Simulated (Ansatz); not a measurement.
```yaml
crystal:
  periodic: [false, false, false]
  atoms:
    - {symbol: N, position_ang: [-0.303486, 1.757547, -0.254880]}
    - {symbol: In, position_ang: [-0.078511, -0.200379, -0.264308]}
    - {symbol: N, position_ang: [0.629568, -1.617703, 0.991428]}
    - {symbol: Cl, position_ang: [-1.793475, -1.307136, -2.097867]}
    - {symbol: H, position_ang: [-0.887069, 2.311363, -0.585574]}
    - {symbol: H, position_ang: [0.312316, 2.158959, 0.578631]}
    - {symbol: H, position_ang: [1.625866, -1.473080, 1.352120]}
    - {symbol: H, position_ang: [0.701545, -2.702889, 0.496436]}
basis:
  gaussian: {orbitals: x2c-TZVPPall}
hamiltonian: {xc: {name: LC-wPBE}}
relax: {f_tol: 0.0001, max_steps: 2}
```

```sh
$ ansatz run in.yaml --threads 4 --pin off --events-out ev --progress --plain --max-ram 10444MiB
```

Shortened log:

```
Functional definition: LC-wPBE
1396 factors; their error is unknown
462 factors; integrals over basis functions are off by at most 2.2e-5 eV
mean field evaluation 1: about -175614.9971 eV, gradient 6.9e1 eV
mean field evaluation 2: about -175614.2759 eV, gradient 7.2e1 eV
mean field evaluation 4: about -175623.9670 eV, gradient 2.0e0 eV
mean field evaluation 8: about -175623.9558 eV, gradient 3.0e-1 eV
mean field evaluation 16: about -175623.9559 eV, gradient 5.3e-5 eV
mean field -175623.95587426 eV, -6454.0613361862 hartree, gradient 5.3e-5 eV, S^2 0.000000; 0 other end points of the search recorded, 0 dependent functions left out
reference -175623.95587427 eV, -6454.0613361865 hartree; 42, 42 occupied and 178, 178 virtual orbitals, 1396 factors
relax step   1: F+E_penalty+E_count = -175623.95587426 eV  Δ(F+E_penalty+E_count) = +0.000e0 eV  max|allowed force component| = 9.414e0 eV/Å  Δτ_max = 0.0000 Å  (31 SCF iters, accepted)
1396 factors; their error is unknown
462 factors; integrals over basis functions are off by at most 1.7e-5 eV
mean field -175626.01357541 eV, -6454.1369553088 hartree, gradient 2.1e-5 eV, S^2 0.000000; 0 other end points of the search recorded, 0 dependent functions left out
reference -175626.01357542 eV, -6454.1369553090 hartree; 42, 42 occupied and 178, 178 virtual orbitals, 1396 factors
relax step   2: F+E_penalty+E_count = -175626.01357541 eV  Δ(F+E_penalty+E_count) = -2.058e0 eV  max|allowed force component| = 1.627e0 eV/Å  Δτ_max = 0.1987 Å  (42 SCF iters, accepted)
Error: geometry relaxation did not converge after 2 steps: max|allowed force component| = 1.63e0 eV/Å (threshold 1.0e-4). Raise `relax.max_steps` over both its present limit and 2, loosen `relax.f_tol`, or start from a geometry closer to equilibrium. Where this run's directory can be resumed (`checkpoint.write`), a resume goes on for up to `relax.max_steps` more
```

In this input the relaxation is allowed too few steps for its threshold. No converged result was reached.
